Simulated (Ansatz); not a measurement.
`O[Si](O)(F)N[SiH2]Cl` + `[NH2][AlH2]` → `[AlH2][NH][SiH2]Cl` + `N[Si](O)(O)F`  (ligand exchange at the Si–N bond)

Computed with Ansatz on PBE0-D4/def2-TZVP structures; ΔE is electronic, products minus reactants. CCSD(T)/CBS is the MP2 limit (def2-TZVPP, def2-QZVPP) plus CCSD(T) − MP2 in def2-TZVPP, frozen cores. This one scheme is used for every species. DFT in def2-TZVPP. B3LYP here is the variant with VWN-RPA as its local correlation; programs differ in this. Each species was taken in one conformer, which may not be the lowest.

Is it downhill or uphill in electronic energy at CCSD(T)/CBS, and by how much? (An estimate is asked.)

The calculation gave: Nearly level: ΔE = -0.3 kcal/mol.

What do these levels give: r2SCAN-D4, B3LYP-D4, ωB97X-V, ωB97M-V, HF/def2-TZVPP, MP2/def2-TZVPP, CCSD/def2-TZVPP, CCSD(T)/def2-TZVPP, HF/def2-QZVPP, HF/CBS(def2), MP2/CBS(def2), CCSD/CBS(def2)? (Estimate.)

Computed: r2SCAN-D4 0.2, B3LYP-D4 0.6, ωB97X-V 0.1, ωB97M-V 0.2, HF/def2-TZVPP -0.8, MP2/def2-TZVPP -0.4, CCSD/def2-TZVPP -0.3, CCSD(T)/def2-TZVPP -0.2, HF/def2-QZVPP -0.8, HF/CBS(def2) -0.8, MP2/CBS(def2) -0.4, CCSD/CBS(def2) -0.4 kcal/mol.

Largest T1 diagnostic among the species: 0.011.

The D4 term adds +1.1 kcal/mol with B3LYP and +0.7 kcal/mol with PBE0; it sums over pairs of atoms, weighted by their polarisabilities, and B3LYP, whose exchange is more repulsive, gets the larger term.
